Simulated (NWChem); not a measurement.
System: AlSiH5SO2; SMILES [OH][Al]([OH])[S][SiH3]

Input file for NWChem:

```
start job
memory heap 200 mb stack 900 mb global 1100 mb
geometry units angstroms noautosym nocenter noautoz
  Si    -0.281506    -2.142432    -0.001148
  S      1.192237    -0.563944    -0.001739
  Al    -0.148822     1.146600    -0.000869
  O     -1.798723     0.766598    -0.000403
  O      0.382752     2.754254    -0.000682
  H     -1.137109    -2.101317    -1.220718
  H      0.509850    -3.407205    -0.001584
  H     -1.135972    -2.101455     1.219225
  H     -2.536457     1.377474     0.000436
  H      1.289526     3.062533    -0.000535
end
basis spherical
  Si library sto-3g
  S library sto-3g
  Al library sto-3g
  O library sto-3g
  H library sto-3g
end
dft
  xc b3lyp
  iterations 150
end
property
  response 1 0.0773
end
task dft property
```

NWChem printed, in part:

```
             Northwest Computational Chemistry Package (NWChem) 7.3.0
             --------------------------------------------------------

                             Geometry "geometry" -> ""
                             -------------------------

 Output coordinates in angstroms (scale by  1.889725989 to convert to a.u.)

  No.       Tag          Charge          X              Y              Z
 ---- ---------------- ---------- -------------- -------------- --------------
    1 Si                  14.0000    -0.28150600    -2.14243200    -0.00114800
    2 S                   16.0000     1.19223700    -0.56394400    -0.00173900
    3 Al                  13.0000    -0.14882200     1.14660000    -0.00086900
    4 O                    8.0000    -1.79872300     0.76659800    -0.00040300
    5 O                    8.0000     0.38275200     2.75425400    -0.00068200
    6 H                    1.0000    -1.13710900    -2.10131700    -1.22071800
    7 H                    1.0000     0.50985000    -3.40720500    -0.00158400
    8 H                    1.0000    -1.13597200    -2.10145500     1.21922500
    9 H                    1.0000    -2.53645700     1.37747400     0.00043600
   10 H                    1.0000     1.28952600     3.06253300    -0.00053500

 Effective nuclear repulsion energy (a.u.)     342.2520799142

                              NWChem Property Module
                              ----------------------

                                 NWChem DFT Module
                                 -----------------

 Summary of "ao basis" -> "ao basis" (spherical)
 ------------------------------------------------------------------------------
       Tag                 Description            Shells   Functions and Types
 ---------------- ------------------------------  ------  ---------------------
 Si                          sto-3g                  5        9   3s2p
 S                           sto-3g                  5        9   3s2p
 Al                          sto-3g                  5        9   3s2p
 O                           sto-3g                  3        5   2s1p
 H                           sto-3g                  1        1   1s

            General Information
            -------------------
          SCF calculation type: DFT
          Wavefunction type:  closed shell.
          No. of atoms     :    10
          No. of electrons :    64
           Alpha electrons :    32
            Beta electrons :    32
          Charge           :     0
          Spin multiplicity:     1
          Use of symmetry is: off; symmetry adaption is: off
          Maximum number of iterations: 150
          AO basis - number of functions:    42
                     number of shells:    26
          Convergence on energy requested:  1.00D-06
          Convergence on density requested:  1.00D-05
          Convergence on gradient requested:  5.00D-04

              XC Information
              --------------
                         B3LYP Method XC Potential
                     Hartree-Fock (Exact) Exchange  0.200
                        Slater Exchange Functional  0.800 local
                    Becke 1988 Exchange Functional  0.720 non-local
              Lee-Yang-Parr Correlation Functional  0.810
                  VWN I RPA Correlation Functional  0.190 local

             Grid Information
             ----------------
          Grid used for XC integration:  medium
          Radial quadrature: Mura-Knowles
          Angular quadrature: Lebedev.
          Tag              B.-S. Rad. Rad. Pts. Rad. Cut. Ang. Pts.
          ---              ---------- --------- --------- ---------
          Si                  1.10       88          12.0       590
          S                   1.00       88          10.0       590
          Al                  1.25       88          11.0       590
          O                   0.60       49          12.0       434
          H                   0.35       45          12.0       434
          Grid pruning is: on
          Number of quadrature shells:   587
          Spatial weights used:  Erf1

      Superposition of Atomic Density Guess
      -------------------------------------

 Sum of atomic energies:       -1067.31715628

      Non-variational initial energy
      ------------------------------

 Total energy =   -1066.987025
 1-e energy   =   -2177.085130
 2-e energy   =     767.846025
 HOMO         =      -0.120441
 LUMO         =       0.263881

   convergence    iter        energy       DeltaE   RMS-Dens  Diis-err
 ---------------- ----- ----------------- --------- --------- ---------
 d= 0,ls=0.0,diis     1  -1070.6809663779 -1.41D+03  5.74D-02  9.71D-01
 d= 0,ls=0.0,diis     2  -1070.6165976162  6.44D-02  3.23D-02  1.54D+00
 d= 0,ls=0.0,diis     3  -1070.8713788588 -2.55D-01  6.38D-03  1.66D-02
 d= 0,ls=0.0,diis     4  -1070.8737996557 -2.42D-03  2.50D-03  5.07D-03
 d= 0,ls=0.0,diis     5  -1070.8749106322 -1.11D-03  3.10D-04  6.23D-05
  Resetting Diis
 d= 0,ls=0.0,diis     6  -1070.8749213612 -1.07D-05  9.16D-05  8.33D-06
 d= 0,ls=0.0,diis     7  -1070.8749227908 -1.43D-06  4.79D-05  5.73D-07
 d= 0,ls=0.0,diis     8  -1070.8749227257  6.51D-08  2.69D-05  9.59D-07
 d= 0,ls=0.0,diis     9  -1070.8749229009 -1.75D-07  2.49D-06  4.14D-09

         Total DFT energy =    -1070.874922900949
      One electron energy =    -2174.449895639464
           Coulomb energy =      846.219462008919
    Exchange-Corr. energy =      -84.896569184635
 Nuclear repulsion energy =      342.252079914231

 Numeric. integr. density =       64.000002417642

                       DFT Final Molecular Orbital Analysis
                       ------------------------------------

 Vector   30  Occ=2.000000D+00  E=-1.409184D-01
              MO Center=  5.4D-01,  1.6D+00, -1.0D-03, r^2= 3.9D+00
   Bfn.  Coefficient  Atom+Function         Bfn.  Coefficient  Atom+Function
  ----- ------------  ---------------      ----- ------------  ---------------
    36      0.631428   5 O  py               16     -0.414732   2 S  px
    35     -0.391002   5 O  px               17      0.318005   2 S  py
    34      0.242461   5 O  s                26     -0.195048   3 Al py
    29     -0.138749   4 O  s                12      0.133133   2 S  px
    15     -0.130278   2 S  s                39      0.120450   7 H  s

 Vector   31  Occ=2.000000D+00  E=-1.231383D-01
              MO Center= -7.2D-01,  1.7D+00, -5.4D-04, r^2= 2.6D+00
   Bfn.  Coefficient  Atom+Function         Bfn.  Coefficient  Atom+Function
  ----- ------------  ---------------      ----- ------------  ---------------
    32      0.711174   4 O  pz               37     -0.703218   5 O  pz

 Vector   32  Occ=2.000000D+00  E=-1.003220D-01
              MO Center=  9.1D-01, -3.8D-01, -1.6D-03, r^2= 2.3D+00
   Bfn.  Coefficient  Atom+Function         Bfn.  Coefficient  Atom+Function
  ----- ------------  ---------------      ----- ------------  ---------------
    18      0.953145   2 S  pz               14     -0.299316   2 S  pz
    37     -0.232011   5 O  pz               32     -0.222654   4 O  pz
    38      0.154690   6 H  s                40     -0.154679   8 H  s
    27      0.060950   3 Al pz                9      0.034308   1 Si pz
    23     -0.026813   3 Al pz

 Vector   33  Occ=0.000000D+00  E= 1.890877D-01
              MO Center=  2.6D-02,  8.0D-01, -1.3D-03, r^2= 3.3D+00
   Bfn.  Coefficient  Atom+Function         Bfn.  Coefficient  Atom+Function
  ----- ------------  ---------------      ----- ------------  ---------------
    24      0.961496   3 Al s                16      0.541904   2 S  px
    34     -0.397075   5 O  s                29     -0.394899   4 O  s
    15     -0.364059   2 S  s                36      0.349626   5 O  py
    20     -0.285623   3 Al s                17     -0.261473   2 S  py
    31     -0.244104   4 O  py               41      0.242584   9 H  s

 Vector   34  Occ=0.000000D+00  E= 2.138655D-01
              MO Center= -1.8D-01,  1.1D+00, -4.6D-04, r^2= 2.0D+00
   Bfn.  Coefficient  Atom+Function         Bfn.  Coefficient  Atom+Function
  ----- ------------  ---------------      ----- ------------  ---------------
    27      0.988048   3 Al pz               23     -0.388197   3 Al pz
    32     -0.347586   4 O  pz               37     -0.347317   5 O  pz
    18     -0.255021   2 S  pz                9     -0.090162   1 Si pz
    14      0.074731   2 S  pz               38     -0.059842   6 H  s
    40      0.059864   8 H  s                 5      0.026915   1 Si pz

 Vector   35  Occ=0.000000D+00  E= 2.261984D-01
              MO Center=  2.5D-01, -1.1D+00, -1.4D-03, r^2= 2.6D+00
   Bfn.  Coefficient  Atom+Function         Bfn.  Coefficient  Atom+Function
  ----- ------------  ---------------      ----- ------------  ---------------
     6      0.789973   1 Si s                17      0.701978   2 S  py
     8      0.595295   1 Si py               16      0.470261   2 S  px
     7      0.314801   1 Si px               38     -0.302803   6 H  s
    40     -0.302794   8 H  s                15     -0.299810   2 S  s
    24     -0.298853   3 Al s                13     -0.197923   2 S  py

     Multipole analysis of the density
     ---------------------------------

     L   x y z        total         alpha         beta         nuclear
     -   - - -        -----         -----         ----         -------
     0   0 0 0     -0.000000    -32.000000    -32.000000     64.000000

     1   1 0 0     -0.135377      1.007478      1.007478     -2.150334
     1   0 1 0      0.608358     -0.532491     -0.532491      1.673341
     1   0 0 1      0.000613      0.063658      0.063658     -0.126704

     2   2 0 0    -32.985635   -127.437471   -127.437471    221.889308
     2   1 1 0      0.936567      6.959274      6.959274    -12.981981
     2   1 0 1      0.000404      0.040869      0.040869     -0.081334
     2   0 2 0    -33.809388   -344.631372   -344.631372    655.453355
     2   0 1 1     -0.000435     -0.048428     -0.048428      0.096421
     2   0 0 2    -31.704706    -21.167430    -21.167430     10.630154

 *** CALLING NEW AORESP DRIVER FOR CLOSED AND OPEN SHELLS ***
 Entering AOResponse driver routine

--------------------------------------------------------------------------------

          -----------------------------------------------
          Solving response equations for perturbing field
          -----------------------------------------------

 number of frequencies:     1
 frequency in a.u.:  0.7730000E-01
 Perturbing field: electric
 Using El. Dipole Length Gauge

 Setting up CPKS with frequency omega =      0.07730000 a.u.

                            NWChem Dynamic CPHF Module
                            --------------------------

    scftype = RHF
    nclosed =   32
      nopen =    0
  variables =      640
  num. vecs =        3
  tolerance =   1.0D-04
  max. iter =   50

 SCF residual:    2.0134095020610284E-005

Iterative solution of linear equations
  No. of variables      640
  No. of equations        3
  Maximum subspace       30
       Convergence  1.0D-04

   iter   nsub   residual    time
   ----  ------  --------  ---------
     1      3    4.39D+00       6.5
     2      6    2.07D+00       9.2
     3      9    1.65D-01      12.1
     4     12    5.30D-02      14.9
     5     15    9.40D-03      17.2
     6     18    6.56D-04      18.9
     7     21    4.31D-05      20.6

 Electric Dipole Response Matrix (nonzero elements):

              1        2        3
    1   40.5913   2.6759  -0.0091
    2    2.6759  54.9389   0.0062
    3   -0.0091   0.0062  16.5194

 ------------------------------------------
 average:        37.34987 + I       0.00000

 DFT Linear Response polarizability / au
 Frequency  =       0.0773000 / au
 Wavelength =     589.4353558 / nm
              X              Y              Z
 -----------------------------------------------
 X      40.5913287      2.6759360     -0.0091233
 Y       2.6758943     54.9389333      0.0061833
 Z      -0.0091232      0.0061838     16.5193612
 -----------------------------------------------
 Eigenvalues =      40.1084994     55.4217674     16.5193564
 Isotropic   =      37.3498744
 Anisotropic =      33.9436403
 -----------------------------------------------

 Magnetic Dipole Response Matrix (nonzero elements):
```

Level: B3LYP/STO-3G. STO-3G and 3-21G are far too small for this property and stand as cheap habits. Coordinates come from a PBE0/def2-SVP optimisation.
